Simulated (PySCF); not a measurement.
Vertical excitations of a molecule C₇H₁₄O from TDDFT-ωB97X/def2-SVP run with PySCF, as energy in eV (oscillator strength): 4.54 (0.000), 8.50 (0.021), 8.79 (0.000), 8.91 (0.004), 9.06 (0.078), 9.42 (0.051), 9.76 (0.033), 9.90 (0.008), 9.99 (0.005), 10.04 (0.004). Lowest triplet (TDA): 3.97 eV. Geometry: r2SCAN-D4/def2-SVP. The values are those of a single conformer.

Question: Which molecule gave these data?
A) C=C(OC)C(C)(C)C
B) CCCCCC(C)=O
C) CO/C=C\C(C)(C)C

Answer: B, CCCCCC(C)=O
